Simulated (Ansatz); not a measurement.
Computed with Ansatz on PBE0-D4/def2-TZVP structures; ΔE is electronic, products minus reactants. CCSD(T)/CBS adds triple-zeta CCSD(T) − MP2 to the extrapolated MP2 energy (def2 sets, frozen cores). This one scheme is used for every species, atoms too. DFT in def2-TZVPP. B3LYP here is the variant with VWN-RPA as its local correlation; programs differ in this. HSE06 is defined as in plane-wave codes. Open shells (•) are unrestricted, without spin–orbit coupling. Spin–orbit coupling would lower the free atoms: a little for Al, Cl, O, S, Si. Each species was taken in one conformer, which may not be the lowest.

`[SiH3][O][Al]([SH])[Cl]` → Al• + Cl• + 4 H• + O• + S• + Si•  (atomization)

```csv
level,ΔE (kcal/mol),difference from CCSD(T)/CBS
LDA (SPW92),813.9,79.2
PBE-D4,726.2,-8.5
revPBE-D4,710.0,-24.7
BLYP-D4,718.3,-16.4
B97M-V,738.6,3.9
PBE0-D4,719.5,-15.2
B3LYP-D4,723.5,-11.2
r2SCANh-D4,729.6,-5.1
r2SCAN0-D4,723.0,-11.7
HSE06-D4,719.8,-14.9
BHLYP-D4,711.2,-23.5
ωB97X-V,735.4,0.7
ωB97M-V,733.9,-0.8
B2PLYP,719.0,-15.7
PBE-QIDH,722.6,-12.1
PBE,720.6,-14.1
revPBE,696.0,-38.7
BLYP,706.5,-28.2
r2SCAN,732.8,-1.9
PBE0,714.6,-20.1
B3LYP,714.5,-20.2
r2SCANh,728.1,-6.6
r2SCAN0,721.3,-13.4
HSE06,715.2,-19.5
BHLYP,703.3,-31.4
CAM-B3LYP,723.6,-11.1
LC-ωPBE,719.8,-14.9
HF/def2-SVP,541.4,-193.3
MP2/def2-SVP,686.7,-48.0
CCSD/def2-SVP,668.8,-65.9
CCSD(T)/def2-SVP,675.1,-59.6
HF/def2-TZVPP,549.8,-184.9
MP2/def2-TZVPP,726.9,-7.8
SCS-MP2/def2-TZVPP,722.9,-11.8
CCSD(T)/def2-TZVPP,711.6,-23.1
HF/def2-QZVPP,551.6,-183.1
MP2/def2-QZVPP,740.7,6.0
SCS-MP2/def2-QZVPP,738.2,3.5
HF/CBS(def2),551.9,-182.8
MP2/CBS(def2),749.9,15.2
CCSD(T)/CBS,734.7,0
```

Largest T1 diagnostic among the species: 0.018.

Leaving LDA and LC-ωPBE aside and taking each functional with its dispersion term where it has one, the values spread over 28.6 kcal/mol, from revPBE-D4 to B97M-V. LDA lies +93.3 kcal/mol from PBE without D4, its usual overbinding. From PBE to PBE0 (25 % exact exchange), in def2-TZVPP and without D4, ΔE moves by −6.0 kcal/mol: exact exchange takes away binding that semilocal exchange gives to molecules.

For atomizations the MP2-based limit and the directly extrapolated one differ by several kJ/mol either way, and by 10 to 25 for some Ge, Se and Sn compounds, so smaller differences from it don't rank the levels.
